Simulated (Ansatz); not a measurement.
A first, cheap relaxation of `BN([SiH2]C)C(C)(C)C`.

```yaml
crystal:
  periodic: [false, false, false]
  atoms:
    - {symbol: B, position_ang: [-0.879000, -2.075700, 0.090300]}
    - {symbol: N, position_ang: [-0.611200, -0.535900, 0.210000]}
    - {symbol: Si, position_ang: [0.015100, -0.265700, 1.869500]}
    - {symbol: C, position_ang: [-0.805900, 1.148500, 2.685200]}
    - {symbol: C, position_ang: [0.183600, 0.040300, -0.940800]}
    - {symbol: C, position_ang: [1.563300, -0.616500, -1.110900]}
    - {symbol: C, position_ang: [0.421400, 1.568500, -0.703500]}
    - {symbol: C, position_ang: [-0.583400, -0.084800, -2.246300]}
    - {symbol: H, position_ang: [-2.042600, -2.362100, -0.021400]}
    - {symbol: H, position_ang: [-0.069600, -2.841700, 0.178900]}
    - {symbol: H, position_ang: [-0.148600, -1.464300, 2.741400]}
    - {symbol: H, position_ang: [1.499000, 0.066300, 1.899600]}
    - {symbol: H, position_ang: [-2.012800, 0.929000, 2.688200]}
    - {symbol: H, position_ang: [-0.541600, 1.283200, 3.745500]}
    - {symbol: H, position_ang: [-0.714000, 2.057700, 2.121100]}
    - {symbol: H, position_ang: [2.194700, -0.515200, -0.180500]}
    - {symbol: H, position_ang: [2.131900, -0.121400, -1.942400]}
    - {symbol: H, position_ang: [1.443900, -1.689200, -1.349200]}
    - {symbol: H, position_ang: [1.094700, 1.757800, 0.140400]}
    - {symbol: H, position_ang: [-0.617200, 2.084600, -0.478700]}
    - {symbol: H, position_ang: [0.811800, 2.046900, -1.626800]}
    - {symbol: H, position_ang: [-0.088300, 0.379900, -3.096200]}
    - {symbol: H, position_ang: [-0.711000, -1.139200, -2.568300]}
    - {symbol: H, position_ang: [-1.639300, 0.348400, -2.131700]}
basis:
  gaussian: {orbitals: def2-SVP}
hamiltonian: {xc: pbe, dispersion: d4}
relax: {f_tol: 0.03, max_steps: 200}
```

```sh
$ ansatz run in.yaml --threads 4 --pin off --events-out ev --progress --plain --max-ram 41984MiB --backend cuda --devices 0, --max-vram 37GiB
```

It prints (some lines left out):

```
Functional definition: PBE
mean field -15466.41583679 eV, -568.3802984888 hartree, gradient 4.2e-5 eV, S^2 0.000000; 0 other end points of the search recorded, 0 dependent functions left out
relax step   1: F+E_penalty+E_count = -15467.07172665 eV  Δ(F+E_penalty+E_count) = +0.000e0 eV  max|allowed force component| = 4.267e0 eV/Å  Δτ_max = 0.0000 Å  (31 SCF iters, accepted)
mean field -15467.13575375 eV, -568.4067549490 hartree, gradient 2.3e-5 eV, S^2 0.000000; 0 other end points of the search recorded, 0 dependent functions left out
relax step   2: F+E_penalty+E_count = -15467.79190782 eV  Δ(F+E_penalty+E_count) = -7.202e-1 eV  max|allowed force component| = 1.867e0 eV/Å  Δτ_max = 0.1949 Å  (30 SCF iters, accepted)
mean field -15467.33864872 eV, -568.4142112017 hartree, gradient 8.1e-6 eV, S^2 0.000000; 0 other end points of the search recorded, 0 dependent functions left out
relax step   3: F+E_penalty+E_count = -15467.99592328 eV  Δ(F+E_penalty+E_count) = -2.040e-1 eV  max|allowed force component| = 7.370e-1 eV/Å  Δτ_max = 0.1965 Å  (31 SCF iters, accepted)
mean field -15467.50424158 eV, -568.4202966273 hartree, gradient 1.2e-5 eV, S^2 0.000000; 0 other end points of the search recorded, 0 dependent functions left out
relax step   4: F+E_penalty+E_count = -15468.16042811 eV  Δ(F+E_penalty+E_count) = -1.645e-1 eV  max|allowed force component| = 7.119e-1 eV/Å  Δτ_max = 0.1938 Å  (30 SCF iters, accepted)
mean field -15467.70646461 eV, -568.4277281864 hartree, gradient 1.3e-5 eV, S^2 0.000000; 0 other end points of the search recorded, 0 dependent functions left out
relax step   5: F+E_penalty+E_count = -15468.36160823 eV  Δ(F+E_penalty+E_count) = -2.012e-1 eV  max|allowed force component| = 7.992e-1 eV/Å  Δτ_max = 0.1956 Å  (30 SCF iters, accepted)
mean field -15467.90507263 eV, -568.4350268965 hartree, gradient 1.3e-5 eV, S^2 0.000000; 0 other end points of the search recorded, 0 dependent functions left out
relax step   6: F+E_penalty+E_count = -15468.55849204 eV  Δ(F+E_penalty+E_count) = -1.969e-1 eV  max|allowed force component| = 6.984e-1 eV/Å  Δτ_max = 0.2000 Å  (29 SCF iters, accepted)
mean field -15468.07734277 eV, -568.4413577072 hartree, gradient 1.2e-5 eV, S^2 0.000000; 0 other end points of the search recorded, 0 dependent functions left out
relax step   7: F+E_penalty+E_count = -15468.72996966 eV  Δ(F+E_penalty+E_count) = -1.715e-1 eV  max|allowed force component| = 5.323e-1 eV/Å  Δτ_max = 0.1950 Å  (30 SCF iters, accepted)
mean field -15468.21227342 eV, -568.4463163172 hartree, gradient 1.1e-5 eV, S^2 0.000000; 0 other end points of the search recorded, 0 dependent functions left out
relax step   8: F+E_penalty+E_count = -15468.86452974 eV  Δ(F+E_penalty+E_count) = -1.346e-1 eV  max|allowed force component| = 4.299e-1 eV/Å  Δτ_max = 0.1953 Å  (30 SCF iters, accepted)
mean field -15468.31734012 eV, -568.4501774474 hartree, gradient 2.5e-5 eV, S^2 0.000000; 0 other end points of the search recorded, 0 dependent functions left out
relax step   9: F+E_penalty+E_count = -15468.97228293 eV  Δ(F+E_penalty+E_count) = -1.078e-1 eV  max|allowed force component| = 4.392e-1 eV/Å  Δτ_max = 0.2000 Å  (28 SCF iters, accepted)
mean field -15468.37227511 eV, -568.4521962708 hartree, gradient 1.3e-5 eV, S^2 0.000000; 0 other end points of the search recorded, 0 dependent functions left out
relax step  10: F+E_penalty+E_count = -15469.02555698 eV  Δ(F+E_penalty+E_count) = -5.327e-2 eV  max|allowed force component| = 5.106e-1 eV/Å  Δτ_max = 0.2000 Å  (29 SCF iters, accepted)
mean field -15468.41105490 eV, -568.4536214020 hartree, gradient 2.2e-5 eV, S^2 0.000000; 0 other end points of the search recorded, 0 dependent functions left out
relax step  11: F+E_penalty+E_count = -15469.06719295 eV  Δ(F+E_penalty+E_count) = -4.164e-2 eV  max|allowed force component| = 2.250e-1 eV/Å  Δτ_max = 0.1928 Å  (29 SCF iters, accepted)
mean field -15468.40913139 eV, -568.4535507143 hartree, gradient 1.0e-5 eV, S^2 0.000000; 0 other end points of the search recorded, 0 dependent functions left out
relax step  12: F+E_penalty+E_count = -15469.06498852 eV  Δ(F+E_penalty+E_count) = +2.204e-3 eV  max|allowed force component| = 2.807e-1 eV/Å  Δτ_max = 0.1953 Å  (29 SCF iters, rejected (line search))
mean field -15468.41634031 eV, -568.4538156374 hartree, gradient 1.0e-5 eV, S^2 0.000000; 0 other end points of the search recorded, 0 dependent functions left out
relax step  13: F+E_penalty+E_count = -15469.07207015 eV  Δ(F+E_penalty+E_count) = -4.877e-3 eV  max|allowed force component| = 2.990e-1 eV/Å  Δτ_max = 0.0957 Å  (30 SCF iters, accepted)
mean field -15468.42522972 eV, -568.4541423170 hartree, gradient 8.6e-6 eV, S^2 0.000000; 0 other end points of the search recorded, 0 dependent functions left out
relax step  14: F+E_penalty+E_count = -15469.08145991 eV  Δ(F+E_penalty+E_count) = -9.390e-3 eV  max|allowed force component| = 9.908e-2 eV/Å  Δτ_max = 0.0999 Å  (31 SCF iters, accepted)
mean field -15468.42981340 eV, -568.4543107641 hartree, gradient 8.6e-6 eV, S^2 0.000000; 0 other end points of the search recorded, 0 dependent functions left out
relax step  15: F+E_penalty+E_count = -15469.08581607 eV  Δ(F+E_penalty+E_count) = -4.356e-3 eV  max|allowed force component| = 1.325e-1 eV/Å  Δτ_max = 0.1434 Å  (31 SCF iters, accepted)
mean field -15468.43454645 eV, -568.4544847005 hartree, gradient 8.6e-6 eV, S^2 0.000000; 0 other end points of the search recorded, 0 dependent functions left out
relax step  16: F+E_penalty+E_count = -15469.09051866 eV  Δ(F+E_penalty+E_count) = -4.703e-3 eV  max|allowed force component| = 1.025e-1 eV/Å  Δτ_max = 0.1255 Å  (31 SCF iters, accepted)
mean field -15468.44426540 eV, -568.4548418653 hartree, gradient 9.8e-6 eV, S^2 0.000000; 0 other end points of the search recorded, 0 dependent functions left out
relax step  17: F+E_penalty+E_count = -15469.10014739 eV  Δ(F+E_penalty+E_count) = -9.629e-3 eV  max|allowed force component| = 1.302e-1 eV/Å  Δτ_max = 0.1952 Å  (29 SCF iters, accepted)
mean field -15468.45230957 eV, -568.4551374831 hartree, gradient 1.0e-5 eV, S^2 0.000000; 0 other end points of the search recorded, 0 dependent functions left out
relax step  18: F+E_penalty+E_count = -15469.10688498 eV  Δ(F+E_penalty+E_count) = -6.738e-3 eV  max|allowed force component| = 2.810e-1 eV/Å  Δτ_max = 0.1954 Å  (29 SCF iters, accepted)
mean field -15468.45901507 eV, -568.4553839055 hartree, gradient 9.9e-6 eV, S^2 0.000000; 0 other end points of the search recorded, 0 dependent functions left out
relax step  19: F+E_penalty+E_count = -15469.11411704 eV  Δ(F+E_penalty+E_count) = -7.232e-3 eV  max|allowed force component| = 3.739e-1 eV/Å  Δτ_max = 0.0856 Å  (30 SCF iters, accepted)
mean field -15468.47170452 eV, -568.4558502344 hartree, gradient 9.9e-6 eV, S^2 0.000000; 0 other end points of the search recorded, 0 dependent functions left out
relax step  20: F+E_penalty+E_count = -15469.12924196 eV  Δ(F+E_penalty+E_count) = -1.512e-2 eV  max|allowed force component| = 1.079e-1 eV/Å  Δτ_max = 0.1150 Å  (29 SCF iters, accepted)
mean field -15468.47345835 eV, -568.4559146865 hartree, gradient 9.9e-6 eV, S^2 0.000000; 0 other end points of the search recorded, 0 dependent functions left out
relax step  21: F+E_penalty+E_count = -15469.12939146 eV  Δ(F+E_penalty+E_count) = -1.495e-4 eV  max|allowed force component| = 2.368e-1 eV/Å  Δτ_max = 0.1802 Å  (29 SCF iters, accepted)
mean field -15468.47735567 eV, -568.4560579105 hartree, gradient 9.8e-6 eV, S^2 0.000000; 0 other end points of the search recorded, 0 dependent functions left out
relax step  22: F+E_penalty+E_count = -15469.13275096 eV  Δ(F+E_penalty+E_count) = -3.360e-3 eV  max|allowed force component| = 1.467e-1 eV/Å  Δτ_max = 0.0561 Å  (30 SCF iters, accepted)
mean field -15468.47857485 eV, -568.4561027143 hartree, gradient 9.7e-6 eV, S^2 0.000000; 0 other end points of the search recorded, 0 dependent functions left out
relax step  23: F+E_penalty+E_count = -15469.13439404 eV  Δ(F+E_penalty+E_count) = -1.643e-3 eV  max|allowed force component| = 6.972e-2 eV/Å  Δτ_max = 0.0446 Å  (31 SCF iters, accepted)
mean field -15468.47963255 eV, -568.4561415841 hartree, gradient 9.8e-6 eV, S^2 0.000000; 0 other end points of the search recorded, 0 dependent functions left out
relax step  24: F+E_penalty+E_count = -15469.13517730 eV  Δ(F+E_penalty+E_count) = -7.833e-4 eV  max|allowed force component| = 6.072e-2 eV/Å  Δτ_max = 0.0150 Å  (31 SCF iters, accepted)
mean field -15468.47996624 eV, -568.4561538471 hartree, gradient 1.7e-5 eV, S^2 0.000000; 0 other end points of the search recorded, 0 dependent functions left out
relax step  25: F+E_penalty+E_count = -15469.13531666 eV  Δ(F+E_penalty+E_count) = -1.394e-4 eV  max|allowed force component| = 6.057e-3 eV/Å  Δτ_max = 0.0063 Å  (23 SCF iters, accepted)
mean field -15468.47996624 eV, -568.4561538471 hartree, gradient 1.8e-5 eV, S^2 0.000000; 1 other end points of the search recorded, 0 dependent functions left out
Total energy: -15469.13536282 eV, -568.4802392271 hartree
Atom 0 at    -1.422117    -1.509861     0.151046 Å, force     0.003492     0.001250     0.000051 eV/Å
Atom 1 at    -0.314562    -0.643434     0.194052 Å, force    -0.003493     0.002051     0.001886 eV/Å
Atom 2 at     0.211906    -0.283213     1.883517 Å, force     0.004950     0.000292     0.001591 eV/Å
Atom 3 at    -1.007123     0.874021     2.731438 Å, force     0.000458    -0.002082    -0.000734 eV/Å
Atom 4 at     0.358640    -0.004108    -0.980701 Å, force     0.006057    -0.000627     0.000431 eV/Å
Atom 5 at     1.803228    -0.535397    -1.077197 Å, force    -0.001276    -0.001119    -0.000081 eV/Å
Atom 6 at     0.365074     1.525226    -0.779073 Å, force    -0.001713     0.001382    -0.000612 eV/Å
Atom 7 at    -0.373867    -0.322941    -2.290879 Å, force    -0.002166     0.000066     0.000388 eV/Å
Atom 8 at    -1.844465    -1.928014     1.219837 Å, force    -0.000308     0.000658    -0.000746 eV/Å
Atom 9 at    -1.970703    -1.847813    -0.877630 Å, force    -0.002602    -0.002991    -0.000789 eV/Å
Atom 10 at     0.340634    -1.575952     2.635255 Å, force    -0.002276     0.000768    -0.000635 eV/Å
Atom 11 at     1.572638     0.362334     1.856717 Å, force    -0.000495     0.000476     0.001418 eV/Å
Atom 12 at    -2.016479     0.417276     2.764416 Å, force    -0.001506    -0.000189     0.001573 eV/Å
Atom 13 at    -0.686690     1.087485     3.771974 Å, force     0.000526    -0.001506    -0.000429 eV/Å
Atom 14 at    -1.079381     1.836291     2.185639 Å, force     0.000254     0.000866     0.000553 eV/Å
Atom 15 at     2.384813    -0.306324    -0.162398 Å, force    -0.001130     0.000578     0.000266 eV/Å
Atom 16 at     2.331455    -0.075704    -1.936820 Å, force    -0.000050    -0.000279     0.000204 eV/Å
Atom 17 at     1.800193    -1.634738    -1.218250 Å, force     0.000017     0.000390    -0.000656 eV/Å
Atom 18 at     0.914342     1.816975     0.139151 Å, force    -0.000700     0.000095    -0.002055 eV/Å
Atom 19 at    -0.671272     1.911737    -0.703348 Å, force     0.000739     0.001573    -0.000449 eV/Å
Atom 20 at     0.860937     2.028796    -1.632913 Å, force    -0.000122    -0.001732     0.000321 eV/Å
Atom 21 at     0.146323     0.183337    -3.128047 Å, force     0.000643     0.000221    -0.000318 eV/Å
Atom 22 at    -0.385972    -1.409637    -2.501965 Å, force     0.000394     0.000371    -0.000115 eV/Å
Atom 23 at    -1.422653     0.033058    -2.270421 Å, force     0.000309    -0.000509    -0.001065 eV/Å
Dipole moment:     0.188046     0.331359    -0.087077 e Å
```

It took 33 s on 4 threads of an AMD EPYC 7R13 on a shared host and a share of an NVIDIA H100 80 GB, with 0.87 GiB of host memory at the peak.
